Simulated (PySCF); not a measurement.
Calculated NMR parameters of 2,4-Difluoropyridine

```yaml
Formula: C5H3F2N
SMILES: Fc1ccnc(F)c1
Point_group_of_the_computed_structure: Cs
Degrees_of_unsaturation: 4
Carbon_signals: 5
Proton_signals: 3
```

Atom-mapped SMILES (the numbers label the heavy atoms): `[F:1][c:2]1[cH:3][cH:4][n:5][c:6]([F:7])[cH:8]1`. Each H is labelled by its parent atom.

[PySCF 2.14.0 with density-fitted response routines: structure optimised with GFN2-xTB; NMR shieldings at PBE0/pcSseg-1/GIAO; a single conformation; no solvent model; no relativistic terms]

Referencing at the same level of theory: ¹H and ¹³C vs TMS; CFCl3 for ¹⁹F; NH3 for ¹⁵N.

```tsv
carbon	δC, type	δH (multiplicity)	HMBC from (2–3 bonds)	span of the C tensor (ppm)
C2	181.9, C	–	H(C4), H(C3), H(C8)	171
C3	114.2, CH	7.02 (m)	H(C4), H(C8)	184
C4	156.1, CH	8.60 (m)	H(C3)	217
C6	175.3, C	–	H(C4), H(C8)	149
C8	102.9, CH	6.77 (m)	H(C3)	142
```

Other nuclei:
| atoms | nucleus | environment | δ (ppm) | σ (ppm) |
| --- | --- | --- | --- | --- |
| F7 | ¹⁹F | aryl fluorine | -63.9 | 234.8 |
| F1 | ¹⁹F | aryl fluorine | -98.1 | 269.1 |
| N5 | ¹⁵N | pyridine-type ring nitrogen | 308.4 | -40.7 |

1. Carbon types of the structure: 2 × C, 3 × CH, which accounts for all hydrogens.
2. δC 181.9, 175.3: aromatic carbon bearing fluorine; an ipso carbon deshielded by its heteroatom.
3. δC 156.1: aromatic CH next to a ring nitrogen; the adjacent pyridine-type nitrogen withdraws density from it.
4. δC 114.2, 102.9: aromatic CH.
5. δH 8.60: hydrogen on an aromatic CH next to a ring nitrogen; ring current plus the neighbouring ring nitrogen.
6. δH 7.02, 6.77: hydrogen on an aromatic CH; ring-current deshielding.

Splittings by ¹⁹F in the carbon and heteronuclear signals aren't shown, as no couplings were computed. Shifts are as computed. Against solution values, carbons near 30 ppm lie about +3 ppm off and those near 130 ppm about +5 ppm. Of 1211 compounds with measured shifts, 218 miss one by over three times the rms of a fit or turn the order of signals round; such compounds aren't used in these exercises. Unscaled 19F shifts against computed CFCl3 carry errors that often reach 10 to 50 ppm. Experimental scales use liquid or dissolved standards, which lie at an offset from isolated NH3 (liquid NH3: subtract about 20 ppm). Unscaled 15N shifts of sp2 nitrogen come out 20 to 40 ppm too high even then. No couplings were computed; multiplicities are counted from neighbouring protons, with m where these are inequivalent, close in shift, in a saturated or five-membered ring or joined by F or P, and br s for small geminal =CH2 splittings.
